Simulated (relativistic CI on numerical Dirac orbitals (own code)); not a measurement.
# Ti3+ in a cubic cluster: 3s photoemission with charge transfer

Computed with a charge-transfer multiplet model of a cubic metal-ligand cluster with up to 2 ligand holes, Slater and spin-orbit integrals from Dirac-Coulomb-Breit ions, Slater integrals scaled by 0.8. The ground state mixes d1 with configurations of k ligand holes L, whose averages lie at kΔ + k(k − 1)U_dd/2; a core hole lowers each added d electron by U_cd. 300 K, Lorentzian 1.4 eV and Gaussian 0.8 eV FWHM.

Atomic integrals in eV (Slater integrals scaled, ζ unscaled), ground: F2dd 6.578, F4dd 4.090, zeta_d 0.017; with the core hole: F2dd 6.578, F4dd 4.090, zeta_d 0.022, G2cd 8.461. Where a configuration has fewer than two d electrons, the dd integrals are those of d2.

Cluster parameters (eV): Δ = 3.7, U_dd = 4.4, 10Dq = 0.6, 10Dq(ligand) = 0.4, V(eg) = 3, V(t2g) = -1.61, final-state hopping factor = 1.

```csv
Case,n_d,d1,d2L,d3L2,S
U_cd = 3.3 eV,1.69,0.42,0.47,0.11,0.50
U_cd = 3.9 eV,1.69,0.42,0.47,0.11,0.50
U_cd = 5.1 eV,1.69,0.42,0.47,0.11,0.50
U_cd = 5.7 eV,1.69,0.42,0.47,0.11,0.50
U_cd = 6.9 eV,1.69,0.42,0.47,0.11,0.50
```

Weights, n_d and S are thermal averages at 300 K. Binding energies count from the first peak over 30 % of the highest in each spectrum, which can be another peak from case to case. The parameters are a model scan and need not match a compound or its usual spin state. Peaks in eV (height, largest 100):
- U_cd = 3.3 eV: 0.0 (100), 3.3 (37)
- U_cd = 3.9 eV: 0.0 (100), 3.3 (37)
- U_cd = 5.1 eV: 0.0 (100), 3.3 (37), 12.9 (7)
- U_cd = 5.7 eV: 0.0 (100), 3.2 (37), 13.0 (8)
- U_cd = 6.9 eV: 0.0 (100), 3.3 (38), 13.6 (13), 16.7 (6)

Curve for U_cd = 5.7 eV (points under 2 left out, the grid thinned):

(E (eV), Intensity): (-3.1, 6.5), (-2.6, 9.1), (-2.2, 12.4), (-1.7, 20.0), (-1.2, 35.9), (-0.8, 59.2), (-0.3, 93.3), (0.2, 94.6), (0.6, 69.0), (1.1, 39.5), (1.6, 25.8), (2.0, 22.9), (2.5, 27.1), (3.0, 35.7), (3.4, 36.7), (3.9, 27.0), (4.4, 16.6), (4.8, 11.7), (5.3, 8.9), (5.8, 8.1), (6.2, 7.9), (6.7, 7.8), (7.1, 7.5), (7.6, 7.0), (8.1, 6.8), (8.5, 6.6), (9.0, 6.0), (9.5, 5.3), (9.9, 4.7), (10.4, 4.1), (10.9, 3.6), (11.3, 3.6), (11.8, 4.4), (12.3, 6.3), (12.7, 7.9), (13.2, 8.3), (13.7, 6.7), (14.1, 5.1), (14.6, 3.7), (15.1, 3.4), (15.5, 3.7), (16.0, 4.0), (16.5, 3.6), (16.9, 2.9), (17.4, 2.0)

For the case U_cd = 5.1 eV, Δ = 3.7 eV is smaller than U_dd = 4.4 eV, the charge-transfer side of the Zaanen-Sawatzky-Allen scheme. With the core hole the configuration with one ligand hole lies at Δ − U_cd = 0.4, -0.2, -1.4, -2.0, -3.2 eV from the one without, in the order of the table; where this is negative the screened configuration lies lower, though the effective hopping of about 6.6 eV (from the holes of the mixed ground state) mixes the two strongly wherever it is as large as the gap.

With at most 2 ligand holes the space is cut while the next configuration still counts, so covalency is underestimated, and a final configuration with one more ligand hole, which can lie low, is missing from the spectra.

Without intra-shell correlation the exchange splitting of the 3s hole comes out too large.
